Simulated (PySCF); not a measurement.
Species: BGeH6P.
Bonds: B1–P2, P2–Ge3. Hydrogens: H4, H5 on B1; H6 on P2; H7, H8, H9 on Ge3.

Computed, not measured: PySCF 2.14.0, PBE0-D3(BJ)/def2-SVP geometry optimisation, gas phase.

Question: Give the optimised bond lengths and angles.

Answer: 
```
                  bond  length (Å)   order
                 B1–P2       1.852  single
                P2–Ge3       2.305  single
          B1–H4, B1–H5       1.207  single
                 P2–H6       1.419  single
Ge3–H7, Ge3–H8, Ge3–H9       1.537  single
```

Bonds in one row agree within 0.01 Å and their mean is given. Orders are formal, as drawn. A selection of angles:
```
    angle  degrees
 P2–B1–H4    120.2
 H4–B1–H5    120.8
B1–P2–Ge3    107.3
 B1–P2–H6    106.4
Ge3–P2–H6    104.1
P2–Ge3–H7    112.6
P2–Ge3–H8    108.1
P2–Ge3–H9    106.3
H7–Ge3–H8    109.3
```

B1 (three-coordinate boron) is planar (angles 120.8°, 120.2° and 118.5°, sum 359.5°, 0.06 Å off the plane of its three neighbours). Ge3 (germanium bonded to P and 3 H) is tetrahedral (angles from 106.3° to 112.6°). P2 (three-coordinate phosphorus) is pyramidal (angles 107.3°, 106.4° and 104.1°, sum 317.7°, 0.69 Å off the plane of its three neighbours).

PBE0-D3(BJ)/def2-SVP frequencies: not computed here. One conformer, not necessarily the lowest (H–B1–P2–Ge3 142° and -46°).
